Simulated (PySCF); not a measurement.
Mo(O)2(OH)2 (H2MoO4), SMILES [O]=[Mo](=[O])([OH])[OH], multiplicity 1. Heavy atoms are numbered as in [Mo:1](=[O:2])(=[O:3])([OH:4])[OH:6]. Hydrogens are named by the atom that carries them.

The structure is a stationary point at PBE-D3(BJ)/def2-SVP. The geometry has at least one imaginary mode, so it is a saddle point at that level. The spin state was assumed, not searched. The isomer is the one that the SMILES or the coordinates give; other isomers of the formula were not compared. The def2 effective core potentials stand for the cores of Mo; spin–orbit coupling is left out. One conformer was computed; it need not be the lowest.

Calculation: B3LYP/def2-TZVP run with PySCF.

ESP charges are fitted to the potential on shells at 1.4 to 2.0 van der Waals radii. Atomic charges (e), one atom of each kind:

| atom | ESP fit | Mulliken |
|---|---|---|
| Mo1 | 1.36 | 1.83 |
| O2 | -0.47 | -0.55 |
| O4 (OH) | -0.63 | -0.72 |
| H on O4 | 0.42 | 0.35 |
